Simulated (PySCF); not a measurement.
Atom-mapped SMILES (the numbers label the heavy atoms): `[Cl:1][CH2:2][CH2:3][B:4]([Cl:5])[Cl:6]` (H(Xn): hydrogen on atom n).

Geometry: PBE0-D3(BJ)/def2-SVP; GIAO shifts from PySCF, gas phase, non-relativistic, averaged over equivalent atoms.

At PBE0/pcSseg-0 (74 basis functions, 4.8 s wall time on 1 thread of an Arm Neoverse V2, shared host):
| atoms | δ (ppm) |
| --- | --- |
| Cl5/Cl6 | 272.9 |
| Cl1 | 81.1 |
| C2 | 45.4 |
| C3 | 36.8 |
| B4 | 75.4 |
| H(C2) | 3.26 |
| H(C3) | 1.94 |

Scale: ³⁵Cl (952.40 ppm) against HCl; ¹³C (193.52 ppm), ¹H (32.83 ppm) against TMS; BF3·OEt2 for ¹¹B (104.89 ppm) (reference shieldings calculated alike).

Question: Predict the values at PBE0/6-31G* on the same geometry.

Answer: 
```json
{"atoms": "Cl5/Cl6", "δ at PBE0/6-31G*": "228.9", "change": "-44.0"}
{"atoms": "Cl1", "δ at PBE0/6-31G*": "68.3", "change": "-12.8"}
{"atoms": "C2", "δ at PBE0/6-31G*": "41.1", "change": "-4.3"}
{"atoms": "C3", "δ at PBE0/6-31G*": "32.9", "change": "-3.9"}
{"atoms": "B4", "δ at PBE0/6-31G*": "61.0", "change": "-14.4"}
{"atoms": "H(C2)", "δ at PBE0/6-31G*": "3.35", "change": "+0.09"}
{"atoms": "H(C3)", "δ at PBE0/6-31G*": "1.80", "change": "-0.14"}
```

Chemical shifts δ = σref − σ; ³⁵Cl (929.83 ppm) against HCl; ¹³C (194.14 ppm), ¹H (31.96 ppm) vs TMS; ¹¹B (112.25 ppm) against BF3·OEt2, all at this level.

The largest change is at Cl5/Cl6 (chlorine bonded to B). Cost: 104 basis functions, 7.8 s wall time on 1 thread of an Arm Neoverse V2, shared host.

A carbon bonded to boron is broadened by the quadrupolar boron nucleus and is often missing from a measured spectrum. Carbons that carry Cl, above all several Cl atoms, come out too deshielded, partly because spin–orbit coupling is missing.
